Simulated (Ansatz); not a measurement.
One change: `N#[C][Ge]([Cl])([Cl])[Cl]` becomes `N#[C][Ge]([F])([Cl])[Cl]`.

Ansatz, PBE0-D4/def2-TZVP geometries, multiplicity 1. 

Scalar relativity is left out up to krypton.

```
                             property  `N#[C][Ge]([Cl])([Cl])[Cl]`
HOMO energy (ωB97M-V/def2-TZVPP) / eV                       -12.22
  LUMO energy (B3LYP/def2-TZVPP) / eV                        -2.36
  HOMO energy (B3LYP/def2-TZVPP) / eV                        -9.65
   HOMO energy (PBE0/def2-TZVPP) / eV                        -9.96
   LUMO energy (PBE0/def2-TZVPP) / eV                        -2.04
    LUMO energy (PBE/def2-TZVPP) / eV                        -3.04
```

(1) What does the change do to each property? (Estimate.)

Answers

(1) Ansatz gave: 
```tsv
property	`N#[C][Ge]([F])([Cl])[Cl]`	shift
HOMO energy (ωB97M-V/def2-TZVPP) / eV	-12.52	-0.30
LUMO energy (B3LYP/def2-TZVPP) / eV	-2.16	0.20
HOMO energy (B3LYP/def2-TZVPP) / eV	-9.95	-0.30
HOMO energy (PBE0/def2-TZVPP) / eV	-10.25	-0.29
LUMO energy (PBE0/def2-TZVPP) / eV	-1.85	0.19
LUMO energy (PBE/def2-TZVPP) / eV	-2.85	0.19
```

With PBE0 the HOMO falls by 0.29 eV and the LUMO rises by 0.19 eV, so the gap widens by about 0.48 eV. PBE moves the HOMO by -0.28 eV and ωB97M-V by -0.30 eV.

B3LYP here is the variant with VWN-RPA as its local correlation; programs differ in this.
